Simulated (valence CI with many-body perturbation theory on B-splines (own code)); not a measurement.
Mo II: one-electron terms

Level of theory: configuration interaction combined with many-body perturbation theory (CI+MBPT): five valence electrons over a frozen Dirac-Fock core [Kr], radial functions for each j: 7 s, 7 p, 8 d, 6 f, 4 g, 1 h, with the one-electron correlation potential Σ1, the two-electron term Σ2, the three-electron term Σ3, Breit, model QED; selected CI, second order for the rest, scaled by the run's own slope (own B-spline code, finite nucleus).

Against 9 measured levels this calculation errs by 462 cm⁻¹ on average and by 775 at most. These come from a selection out of the NIST Handbook of Basic Atomic Spectroscopic Data. Levels without a partner in it may be off by more, other configurations by 1,000 to 4,000 cm⁻¹. Among the levels kept, up to 1800 cm⁻¹ of a level comes from second order outside the variational space, and about a tenth of that is noise between levels of different J, which matters for small intervals. Only levels of the ground parity were solved; by the run's estimate the other parity begins above the list, which can be wrong where configurations are misplaced.

These are the spectroscopic orbitals of the CI (the correlating ones are not listed), shaped by the core and the other valence electrons. h is the expectation value of the core's Dirac-Fock operator, without the valence repulsion; Σ1 is computed up to l = 3 at one energy for each symmetry, that of its lowest orbital but kept below the first core excitation, so for empty shells it is not the orbital's own correlation shift; Breit and QED include the response of the core.

```
Orbital  h (hartree)  Σ1 (cm⁻¹)  Breit (cm⁻¹)  QED (cm⁻¹)  ⟨r⟩ (bohr)
  5s1/2      -1.7859      -4703          32.7        39.7       3.194
  6s1/2     -0.83847       -755           6.3         7.5       7.375
  7s1/2     -0.50695       -315           2.8         3.3       12.73
  5p1/2      -1.4207      -2391          29.4        -2.2       4.046
  6p1/2      -0.7243       -614           9.2        -0.7       8.629
  7p1/2     -0.45242       -277           4.4        -0.3       14.35
  5p3/2      -1.3986      -2235          14.9        -0.3       4.115
  6p3/2      -0.7167       -584           4.8        -0.1       8.723
  7p3/2     -0.44914       -265           2.4        -0.1       14.45
  4d3/2      -2.3637     -10922         -24.7       -31.9       1.850
  5d3/2     -0.86033       -592          -0.1        -1.8       6.803
  6d3/2     -0.50872       -255           0.0        -0.8       12.53
  4d5/2        -2.35     -10673         -87.0       -26.7       1.867
  5d5/2     -0.85748       -589          -4.0        -1.5       6.830
  6d5/2      -0.5075       -254          -1.7        -0.7       12.56
  4f5/2     -0.64435       -137          -0.1         0.0       8.749
  5f5/2     -0.42871       -100          -0.1         0.0       14.60
  4f7/2      -0.6446       -137          -0.1         0.0       8.746
  5f7/2     -0.42885       -100          -0.1         0.0       14.60
  5g7/2     -0.40538                      0.0         0.0       13.42
  5g9/2     -0.40538                      0.0         0.0       13.42
```

Among the shells of the start configuration 4d5, Σ1 is largest in size for 4d3/2, where it is 2.1 % of h.

Lowest root of each symmetry, sizes in configuration state functions:

```csv
J,Parity,Roots,Reference,Variational,Second order,Change by selected CI (cm⁻¹),Change by second order (cm⁻¹)
1/2,even,7,24,34199,3160826,-12798,-315
3/2,even,9,36,32003,6110477,-12442,-666
5/2,even,14,43,29794,8093687,-11024,-553
7/2,even,12,36,29777,8415464,-12092,-1043
9/2,even,9,26,30011,8795736,-12398,-795
11/2,even,6,12,30192,8257257,-14078,-679
13/2,even,3,5,32350,6322769,-15599,-592
```
